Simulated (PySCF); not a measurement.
Dipole response of Mg (magnesium, neutral)

[Ne] 3s2, closed-shell 1S. All numbers are calculated (PySCF 2.14, the spin-free X2C one-electron Hamiltonian (Gaussian nucleus), in aug-cc-pVDZ-DK (5s4p2d, 27 functions)). Coupled (time-dependent) response in atomic units; α is the mean over directions. A double-zeta set is small for polarisabilities.

```tsv
method	mean α (bohr³)	C₆ (like pair)	S(−4)
UHF	80.62	753.9	3424
PBE	73.08	647.7	2855
PBE0	74.32	666.0	2925
B3LYP	71.30	624.1	2718
r2SCAN0	75.29	698.4	2826
```

S(−4) is the Cauchy moment in α(ω) = α(0) + S(−4) ω² + …

Reference α: 71.2 ± 0.4 bohr³ (recommended; Schwerdtfeger and Nagle, table of static dipole polarizabilities (2023 update)). Published C₆: 626.0 (Chu and Dalgarno (2004); Tang, Norbeck and Certain (1976)).

Hartree-Fock lies above the reference because it lacks correlation, which contracts the outer shell.

α(iu) at B3LYP:

| u (hartree) | α(iu) (bohr³) |
| --- | --- |
| 0 | 71.30 |
| 0.0500 | 65.11 |
| 0.100 | 51.73 |
| 0.200 | 28.60 |
| 0.300 | 16.50 |
| 0.500 | 7.095 |
| 0.750 | 3.414 |
| 1.00 | 2.011 |
| 1.50 | 0.9551 |
| 2.00 | 0.5650 |
| 3.00 | 0.2685 |
| 5.00 | 0.1026 |

A single London oscillator, α(iu) = α/(1 + u²/ω²), gives C₆ = (3/4) ω α². Matching the computed C₆ needs ω = 4 × 624.1 / (3 × 71.30²) = 0.164 hartree.
